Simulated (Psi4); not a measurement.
F2, charge +1, doublet, at a GFN2-xTB geometry (a state made from the parent by changing its charge; the spin is typed, not shown lowest); R2SCAN/def2-SVP run with Psi4.

Here is a job for Psi4.
```
memory 2 GB

molecule mol {
1 2
  F    -0.000000   -0.000000   -0.646773
  F     0.000000    0.000000    0.646773
symmetry c2v
}

set basis def2-svp
set reference uks

energy('r2scan')
print_variables()
```

What the program printed (banner, timings and long lists left out):

```
   => Loading Basis Set <=

    Name: DEF2-SVP
    Role: ORBITAL
    Keyword: BASIS

         ---------------------------------------------------------
                                   SCF
               by Justin Turney, Rob Parrish, Andy Simmonett
                          and Daniel G. A. Smith
                              UKS Reference
         ---------------------------------------------------------

  ==> Geometry <==

    Molecular point group: c2v
    Full point group: D_inf_h

    Geometry (in Angstrom), charge = 1, multiplicity = 2:

       Center              X                  Y                   Z               Mass
    ------------   -----------------  -----------------  -----------------  -----------------
         F            0.000000000000     0.000000000000    -0.646773000000    18.998403162730
         F            0.000000000000     0.000000000000     0.646773000000    18.998403162730

  Running in c2v symmetry.

  Rotational constants: A = ************  B =      1.06059  C =      1.06059 [cm^-1]
  Rotational constants: A = ************  B =  31795.54992  C =  31795.54992 [MHz]
  Nuclear repulsion =   33.136319902245454

  Charge       = 1
  Multiplicity = 2
  Electrons    = 17
  Nalpha       = 9
  Nbeta        = 8

  ==> Algorithm <==

  SCF Algorithm Type is DF.
  DIIS enabled.
  MOM disabled.
  Fractional occupation disabled.
  Guess Type is SAD.
  Energy threshold   = 1.00e-06
  Density threshold  = 1.00e-06
  Integral threshold = 1.00e-12

  ==> Primary Basis <==

  Basis Set: DEF2-SVP
    Blend: DEF2-SVP
    Number of shells: 12
    Number of basis functions: 28
    Number of Cartesian functions: 30
    Spherical Harmonics?: true
    Max angular momentum: 2

  ==> DFT Potential <==

   => LibXC <=

    Version 7.1.2
    S. Lehtola, C. Steigemann, M. J. T. Oliveira, and M. A. L. Marques,  SoftwareX 7, 1–5 (2018) (10.1016/j.softx.2017.11.002)

   => Composite Functional: R2SCAN <=

    r2SCAN Meta-GGA XC Functional  (0.1021/acs.jpclett.0c02405)
    J. W. Furness, A. D. Kaplan, J. Ning, J. P. Perdew, J. Sun  J. Phys. Chem. Lett.  11, 8208–8215, 2020

    Deriv               =              1
    GGA                 =           TRUE
    Meta                =           TRUE

    Exchange Hybrid     =          FALSE
    MP2 Hybrid          =          FALSE

   => Exchange Functionals <=

    1.0000   XC_MGGA_X_R2SCAN

   => Correlation Functionals <=

    1.0000   XC_MGGA_C_R2SCAN

   => LibXC Density Thresholds  <==

    XC_MGGA_C_R2SCAN:  1.00E-15
    XC_MGGA_X_R2SCAN:  1.00E-11

   => Molecular Quadrature <=

    Radial Scheme          =       TREUTLER
    Pruning Scheme         =           NONE
    Nuclear Scheme         =       TREUTLER

    Blocking Scheme        =         OCTREE
    BS radius alpha        =              1
    Pruning alpha          =              1
    Radial Points          =             75
    Spherical Points       =            302
    Total Points           =          42012
    Total Blocks           =            368
    Max Points             =            255
    Max Functions          =             28
    Weights Tolerance      =       1.00E-15

   => Loading Basis Set <=

    Name: (DEF2-SVP AUX)
    Role: JKFIT
    Keyword: DF_BASIS_SCF

  ==> Integral Setup <==

  SCF_SUBTYPE=INCORE selected. In-core MEM_DF algorithm will be used.
  Using in-core AOs.

  ==> MemDFJK: Density-Fitted J/K Matrices <==

    J tasked:                   Yes
    K tasked:                    No
    wK tasked:                   No
    Algorithm:                 Core
    Schwarz Cutoff:           1E-12
    Mask sparsity (%):       0.0000
    Fitting Condition:        1E-10

   => Auxiliary Basis Set <=

  Basis Set: (DEF2-SVP AUX)
    Blend: DEF2-UNIVERSAL-JKFIT
    Number of shells: 50
    Number of basis functions: 154
    Number of Cartesian functions: 186
    Spherical Harmonics?: true
    Max angular momentum: 4

  Minimum eigenvalue in the overlap matrix is 3.4379009091E-02.
  Reciprocal condition number of the overlap matrix is 1.2482989053E-02.
    Using symmetric orthogonalization.

  ==> Pre-Iterations <==

  SCF Guess: Superposition of Atomic Densities via on-the-fly atomic UHF (no occupation information).

   -------------------------
    Irrep   Nso     Nmo
   -------------------------
     A1        14      14
     A2         2       2
     B1         6       6
     B2         6       6
   -------------------------
    Total      28      28
   -------------------------

  ==> Iterations <==

                           Total Energy        Delta E     RMS |[F,P]|

   @DF-UKS iter SAD:  -199.16711282681229   -1.99167e+02   0.00000e+00
   @DF-UKS iter   1:  -198.63651654712777    5.30596e-01   2.60238e-02 DIIS/ADIIS
   @DF-UKS iter   2:  -198.66586511124072   -2.93486e-02   1.79334e-02 DIIS/ADIIS
   @DF-UKS iter   3:  -198.69413779763622   -2.82727e-02   1.11248e-03 DIIS/ADIIS
   @DF-UKS iter   4:  -198.69425545339061   -1.17656e-04   1.20225e-04 DIIS/ADIIS
   @DF-UKS iter   5:  -198.69425701298354   -1.55959e-06   3.92307e-05 DIIS
   @DF-UKS iter   6:  -198.69425716263680   -1.49653e-07   1.81907e-06 DIIS
   @DF-UKS iter   7:  -198.69425716321720   -5.80400e-10   1.02692e-07 DIIS
  Energy and wave function converged.

  ==> Post-Iterations <==

   Electrons on quadrature grid:
      Nalpha   =    9.0000006885 ; deviation = 6.885e-07
      Nbeta    =    8.0000004627 ; deviation = 4.627e-07
      Ntotal   =   17.0000011512 ; deviation = 1.151e-06

   @Spin Contamination Metric:   2.415524628E-03
   @S^2 Expected:                7.500000000E-01
   @S^2 Observed:                7.524155246E-01
   @S   Expected:                5.000000000E-01
   @S   Observed:                5.000000000E-01

    Orbital Energies [Eh]
    ---------------------

    Alpha Occupied:

[...]
    Alpha Virtual:

[...]
      14A1     3.972178

    Beta Occupied:

[...]
    Beta Virtual:

[...]
    Final Occupation by Irrep:
             A1    A2    B1    B2
    DOCC [     5,    0,    1,    2 ]
    SOCC [     0,    0,    1,    0 ]
    NA   [     5,    0,    2,    2 ]
    NB   [     5,    0,    1,    2 ]

  @DF-UKS Final Energy:  -198.69425716321720

   => Energetics <=

    Nuclear Repulsion Energy =             33.1363199022454538
    One-Electron Energy =                -334.5500214209932324
    Two-Electron Energy =                 122.9190735489689104
    DFT Exchange-Correlation Energy =     -20.1996291934383585
    Empirical Dispersion Energy =           0.0000000000000000
    VV10 Nonlocal Energy =                  0.0000000000000000
    Total Energy =                       -198.6942571632172019

  UHF NO Occupations:
  HONO-2 :    5 A1 1.9997780
  HONO-1 :    1 B1 1.9991902
  HONO-0 :    2 B1 1.0000000
  LUNO+0 :    3 B1 0.0008098
  LUNO+1 :    6 A1 0.0002220
  LUNO+2 :    7 A1 0.0001243
  LUNO+3 :    3 B2 0.0000230

Computation Completed

Properties will be evaluated at   0.000000,   0.000000,   0.000000 [a0]

Properties computed using the SCF density matrix

 Multipole Moments:

 ------------------------------------------------------------------------------------
     Multipole            Electronic (a.u.)      Nuclear  (a.u.)        Total (a.u.)
 ------------------------------------------------------------------------------------

 L = 1.  Multiply by 2.5417464519 to convert [e a0] to [Debye]
 Dipole X            :          0.0000000            0.0000000            0.0000000
 Dipole Y            :          0.0000000            0.0000000            0.0000000
 Dipole Z            :         -0.0000001            0.0000000           -0.0000001
 Magnitude           :                                                    0.0000001

 ------------------------------------------------------------------------------------

  Variable Map:
  ----------------------------------------------------------------------------
[...]
  Array Variable Map:
  ----------------------------------------------------------------------------
[...]
[...]
```
